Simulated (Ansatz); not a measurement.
Correlation energies of `N[CH2][GeH2][OH]` by basis set

Z-matrix (Å, degrees):
```
C
Ge 1 1.954
N 1 1.456 2 108.9
H 1 1.099 2 108.8 3 -126.9
H 1 1.093 2 106.9 3 117.8
O 2 1.788 1 104.8 3 164.7
H 2 1.543 1 113.1 3 -76.1
H 2 1.548 1 110.5 3 46.9
H 3 1.012 1 111.2 2 173.2
H 3 1.012 1 111.0 2 -67.8
H 6 0.959 2 113.1 1 170.5
```

Charge 0, multiplicity 1. Correlated methods include outer-core shells of Ge, which these sets cover unevenly. Scalar relativity is left out up to krypton. The structure was optimised at the PBE0-D4/def2-TZVP level. It is one conformer, not always the lowest. Frozen core, restricted reference, Ansatz 0.2.0.

```json
{"basis": "def2-SVP", "HF (Eh)": "-2246.23140", "MP2 corr.": "-0.73805"}
{"basis": "def2-TZVPP", "HF (Eh)": "-2246.70674", "MP2 corr.": "-0.89696"}
{"basis": "def2-QZVPP", "HF (Eh)": "-2246.75748", "MP2 corr.": "-1.20731"}
```

(1) Estimate the CCSD correlation energy and the (T) correction in each basis where they were run (hartree).

Results:

(1) 
| basis | CCSD corr. | (T) |
| --- | --- | --- |
| def2-SVP | -0.77178 | -0.01985 |
| def2-TZVPP | -0.92439 | -0.03367 |
